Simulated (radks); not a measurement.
All-electron atom: Hf+ in [Xe] 4f14 5d1 6s2 (the NIST ground configuration). Calculated with a radial shooting solver on a logarithmic mesh with Libxc functionals: Dirac Kohn-Sham, PBE, spin-unpolarised, spherical densities, finite nucleus; open shells fill j = l - 1/2 first; Fermi nuclear charge, rms radius 5.347 fm.

Normalised radial functions P(r) = r R(r) (large component), r in bohr:

```
   r/bohr * 5p1/2, o 4f7/2 (the largest magnitude, 1.22, reaches the edge; | marks zero, & curves that meet)
 0.002738                             &
 0.003711                             o*
 0.005029                             o*
 0.006815                             o*
 0.009237                             o *
  0.01252                             o *
  0.01697                             o  *
  0.02299                             o    *
  0.03116                             o    *
  0.04223                             o    *
  0.05724                             |o  *
  0.07757                             * o
   0.1051                        *    |   o
   0.1425                     *       |      o
   0.1931                         *   |            o
   0.2617                             |    *              o
   0.3547                             |          *             o
   0.4807                             |      *                   o
   0.6514                      *      |                       o
   0.8829         *                   |                 o
    1.197       *                     |          o
    1.622             *               |     o
    2.198                      *      |  o
    2.979                           * |o
    4.037                             &
    5.471                             &
    7.414                             &
    10.05                             &
```

5p1/2: eigenvalue -50.222 eV, 3 radial nodes at r = 0.0765, 0.227, 0.569 bohr, <r> = 1.26 bohr, 90 % of the charge inside 1.85 bohr. 4f7/2: eigenvalue -25.176 eV, 0 radial nodes, <r> = 0.682 bohr, 90 % of the charge inside 1.16 bohr.
